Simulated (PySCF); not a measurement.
C2H4F2.

```xyz
8

C     -1.3641     0.0873     0.0000
C      0.0706    -0.3506     0.0000
F      0.7071     0.1348    -1.0922
F      0.7071     0.1348     1.0922
H     -1.4052     1.1858     0.0000
H     -1.8769    -0.2914    -0.8946
H     -1.8769    -0.2914     0.8946
H      0.1928    -1.4491     0.0000
```

Geometry optimised at PBE0-D3(BJ)/def2-SVP.

Computed with PBE/pcSseg-1 (PySCF). Non-relativistic, no solvent.

Computed absolute GIAO shielding of each atom: isotropic value and principal components (ppm):
```json
[
 {"atom": "C1", "σ(iso)": "157.2", "σ11": "140.0", "σ22": "149.1", "σ33": "182.6", "span": "42.6"},
 {"atom": "C2", "σ(iso)": "57.8", "σ11": "34.0", "σ22": "60.4", "σ33": "79.0", "span": "45.0"},
 {"atom": "F3", "σ(iso)": "283.6", "σ11": "185.9", "σ22": "309.3", "σ33": "355.6", "span": "169.7"},
 {"atom": "F4", "σ(iso)": "283.6", "σ11": "185.9", "σ22": "309.3", "σ33": "355.6", "span": "169.7"},
 {"atom": "H5", "σ(iso)": "29.7", "σ11": "27.2", "σ22": "27.9", "σ33": "33.9", "span": "6.7"},
 {"atom": "H6", "σ(iso)": "29.9", "σ11": "26.7", "σ22": "27.9", "σ33": "35.2", "span": "8.5"},
 {"atom": "H7", "σ(iso)": "29.9", "σ11": "26.7", "σ22": "27.9", "σ33": "35.2", "span": "8.5"},
 {"atom": "H8", "σ(iso)": "25.1", "σ11": "22.9", "σ22": "23.9", "σ33": "28.5", "span": "5.5"}
]
```
